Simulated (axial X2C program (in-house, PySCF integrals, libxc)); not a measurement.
# Which functional? An output for TiC

An SCF output computed with an in-house relativistic program for diatomic molecules for TiC at 1.643 Å, two-component, state Ω = 1, Ti dyall-cv3z [10s10p6d4f2g], C dyall-v3z [7s6p2d1f] (cores contracted in-house), without its first line:

```
basis functions 158  fitting functions 909  grid points 5073
iter        total energy     max residual
   1       -891.307472955     2.60e-05
   2       -891.307472982     5.70e-05
   3       -891.307473018     1.64e-05
   4       -891.307473043     9.96e-06
   5       -891.307473058     2.44e-06
   6       -891.307473058     1.14e-06
converged
one-electron -1304.59113449  Coulomb 418.42926687  exact exchange -11.59460994  xc functional -35.87184898  nuclear repulsion 42.51454160  atomic mean-field constant -0.19368812
```

Problem. Which level of theory produced it?
A. HF
B. B3LYP
C. PBE0

Solution. C. The exact-exchange term against the functional term shows a share of 0.25 of exact exchange.
